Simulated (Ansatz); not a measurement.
```yaml
crystal:
  periodic: [false, false, false]
  atoms:
    - {symbol: C, position_ang: [0.451238, -2.536903, 0.643209]}
    - {symbol: As, position_ang: [0.803462, -0.758534, 1.432468]}
    - {symbol: Si, position_ang: [2.110989, 0.029632, -0.440352]}
    - {symbol: Al, position_ang: [-0.133333, 0.076416, -1.416817]}
    - {symbol: C, position_ang: [-0.734807, 0.182915, 0.527572]}
    - {symbol: N, position_ang: [-0.733493, 1.633415, 0.899377]}
    - {symbol: Zn, position_ang: [-1.799245, 2.285964, -0.745191]}
    - {symbol: H, position_ang: [0.280423, -2.507857, -0.435783]}
    - {symbol: H, position_ang: [1.312777, -3.174574, 0.842522]}
    - {symbol: H, position_ang: [-0.425335, -2.966711, 1.129624]}
    - {symbol: H, position_ang: [2.730704, 1.331159, -0.030803]}
    - {symbol: H, position_ang: [3.238691, -0.889424, -0.767646]}
    - {symbol: H, position_ang: [-0.738982, -0.918753, -2.499884]}
    - {symbol: H, position_ang: [-0.643184, 1.708982, -1.867800]}
    - {symbol: H, position_ang: [-1.680895, -0.244040, 0.867444]}
    - {symbol: H, position_ang: [0.213845, 2.001301, 0.858725]}
    - {symbol: H, position_ang: [-1.060954, 1.795532, 1.847172]}
    - {symbol: H, position_ang: [-3.191911, 2.951457, -0.843848]}
basis:
  gaussian: {orbitals: ANO-RCC-VTZP, fitting: {mean_field: cc-pVTZ-jkfit}, point_charges: [{charge: 2.00, position_ang: [6.650, -0.475, -0.777]}]}
hamiltonian: {xc: {name: revPBE0}}
```

```sh
$ ansatz run in.yaml --threads 4 --pin off --events-out ev --progress --plain --max-ram 66560MiB --backend cuda --devices 0, --max-vram 37GiB
```

It prints (some lines left out):

```
Functional definition: revPBE0
Error: <dir> the basis set cc-pVTZ-JKFIT has no functions for Zn
```

Hardware: 4 threads of an AMD EPYC 7R13 on a shared host and a share of an NVIDIA H100 80 GB. Wall time 1.6 s, peak host memory 0.7 GiB.
